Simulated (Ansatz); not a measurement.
## Which is lower?

The two ends of one reaction step of BSiH$_{5}$Cl$_{2}$O, closed shell (PBE0-D4/def2-TZVP).

A:

B1  (-0.902, 0.317, -1.141)
H2  (-0.759, 1.083, -2.043)
Cl3  (-0.451, -1.408, -1.558)
Cl4  (-2.510, 0.488, -0.294)
H5  (-0.043, 1.519, 0.404)
O6  (0.196, 0.695, -0.038)
Si7  (0.959, -0.501, 0.956)
H8  (1.487, 0.365, 2.038)
H9  (-0.034, -1.450, 1.486)
H10  (2.057, -1.109, 0.190)
(Å)

B:

```
10
angstrom
B -1.3584 -0.2754 -0.2809
H 0.4886 1.6023 -2.0343
Cl -0.9214 -1.5082 -1.4657
Cl -2.8904 0.5532 -0.4528
H 0.1326 2.1302 -1.6442
O -0.5483 0.0245 0.7330
Si 0.9609 -0.5259 1.1822
H 1.3292 0.2522 2.3843
H 0.8838 -1.9717 1.4957
H 1.9232 -0.2811 0.0828
```

Computed with Ansatz 0.2.0 (basis: def2-TZVPP); correlated methods freeze the cores. B3LYP uses VWN-RPA correlation.

Problem. Which structure is lower at CCSD(T), and by how much? (An estimate is asked for; the value comes from the calculation.)

Solution. Computed: B, by 0.774 eV (electronic energy, against the other). By their contacts, A is BSiH₅Cl₂O ([SiH3][OH][BH]([Cl])[Cl]) and B is a complex of BSiH₃Cl₂O ([SiH3][O][B]([Cl])[Cl]) + H₂.

All methods give the same order:

```
      method  E(B) − E(A) (eV)
       SPW92            -0.443
      PBE-D4            -0.744
     BLYP-D4            -0.921
   r2SCAN-D4            -0.806
      B97M-V            -0.890
     PBE0-D4            -0.690
    B3LYP-D4            -0.859
  r2SCAN0-D4            -0.743
    BHLYP-D4            -0.809
CAM-B3LYP-D4            -0.797
     wB97X-V            -0.736
     wB97M-V            -0.736
      B2PLYP            -0.858
    PBE-QIDH            -0.688
  RPA on PBE            -0.811
          HF            -1.023
         MP2            -0.770
        CCSD            -0.781
     CCSD(T)            -0.774
```

No T1 diagnostic of these runs exceeds 0.012.

Labels in which every atom is bracketed show which atoms are joined, not bond orders.

For scale, one of the runs: CCSD(T)/def2-TZVPP, 258 basis functions, launched by `ansatz run in.yaml --threads 8 --pin off --events-out ev --progress --plain --max-ram 19148MiB`. The run took 49 s on 8 CPU threads of an Intel Xeon Platinum 8259CL (shared host), with 5.7 GiB of host memory at its peak.
